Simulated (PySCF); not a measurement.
Molecule: `InChI=1S/C7H15N/c1-8-7-5-3-2-4-6-7/h7-8H,2-6H2,1H3`.

Structure with atom numbers: `[CH3:1][NH:2][CH:3]1[CH2:4][CH2:5][CH2:6][CH2:7][CH2:8]1`. Hydrogens are named by the atom that carries them. Ha(C4), Ha(C5), Ha(C6), Ha(C7), Ha(C8) are cis to N2 on the ring; Hb(C4), Hb(C5), Hb(C6), Hb(C7), Hb(C8) are trans to N2 on the ring.

Geometry PBE0-D3(BJ)/def2-SVP throughout; GIAO in PySCF, gas phase, one conformer, non-relativistic; equivalent atoms averaged; functional PBE0.

For orientation, pcSseg-1 gives these absolute shieldings σ: C4/C8 149.3, C5/C7 157.3, N2 207.2, H(C1) 28.85, Ha(C5)/Ha(C7) 29.68, Ha(C4)/Ha(C8) 30.37, H(C3) 29.35, Hb(C5)/Hb(C7) 30.09, H(N2) 31.52 ppm.

A run gave: C4/C8 158.7, C5/C7 168.1, N2 220.0, H(C1) 30.35, Ha(C5)/Ha(C7) 31.40, Ha(C4)/Ha(C8) 31.77, H(C3) 31.25, Hb(C5)/Hb(C7) 31.71, H(N2) 34.11 ppm (absolute shieldings σ).

Which basis set was used in that run?
A. pcSseg-0
B. 6-31G*
C. cc-pVDZ
D. STO-3G

## Answers

A. H(C1) tells them apart best: pcSseg-0 gives 30.35, 6-31G* gives 29.66, cc-pVDZ gives 29.01, STO-3G gives 31.28 ppm.
